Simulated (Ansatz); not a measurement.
`CC[Se]C` + `C=C[SiH](O)[GeH2][OH]` → `C=C[Se]CC` + `C[SiH](O)[GeH2][OH]`  (redistribution)

Calculated with Ansatz (gas phase, PBE0-D4/def2-TZVP geometries, no zero-point term in ΔE). CCSD(T)/CBS is the MP2 limit (def2-TZVPP, def2-QZVPP) plus CCSD(T) − MP2 in def2-TZVPP, frozen cores. DFT in def2-TZVPP. B3LYP here is the variant with VWN-RPA as its local correlation; programs differ in this. For Ge, Se outer-core shells are correlated without core-valence functions, which leaves a few kJ/mol of doubt a bond. Scalar relativity is left out up to krypton. Each species was taken in one conformer, which may not be the lowest.

```tsv
level	ΔE (eV)
PBE-D4	-0.13
PBE0-D4	-0.10
ωB97X-V	-0.05
PBE0	-0.10
B3LYP	-0.07
HF/def2-TZVPP	0.02
SCS-MP2/def2-TZVPP	-0.06
MP2/CBS(def2)	-0.08
```

Problem. What does CCSD(T)/CBS give? (Best estimate.)

Solution. Ansatz gave: -0.05 eV. The listed levels differ from it by -0.08, -0.05, 0.00, -0.05, -0.02, 0.07, -0.01, -0.03 eV.

Largest T1 diagnostic among the species: 0.012.

In def2-TZVPP, CCSD(T) changes the Hartree–Fock value by −0.08 eV (the triples alone add −0.01 eV) and MP2 by −0.11 eV.
